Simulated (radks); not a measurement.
Task: Cr4+, 20 electrons, occupied as [Ar] 3d2. Calculated with a radial shooting solver on a logarithmic mesh with Libxc functionals: Dirac Kohn-Sham, exchange-only LDA, spin-unpolarised, spherical densities, point nucleus; open shells fill j = l - 1/2 first. Some entries of the table are withheld. Estimate them.

orbital,occ.,eigenvalue (eV),r(max) (bohr)
1s1/2,2,-5924.003,0.04169
2s1/2,2,-726.1150,0.2442
2p1/2,2,-626.4979,0.1962
2p3/2,4,-617.8875,0.1986
3s1/2,2,-130.4344,0.7687
3p1/2,2,(1),0.7786
3p3/2,4,(2),0.7851
3d3/2,2,(3),(4)
3d5/2,0,(5),(6)

Result: 
(1) 3p1/2 eigenvalue (eV): -102.2674
(2) 3p3/2 eigenvalue (eV): -101.1396
(3) 3d3/2 eigenvalue (eV): -56.5393
(4) 3d3/2 r(max) (bohr): 0.7604
(5) 3d5/2 eigenvalue (eV): -56.4126
(6) 3d5/2 r(max) (bohr): 0.7622
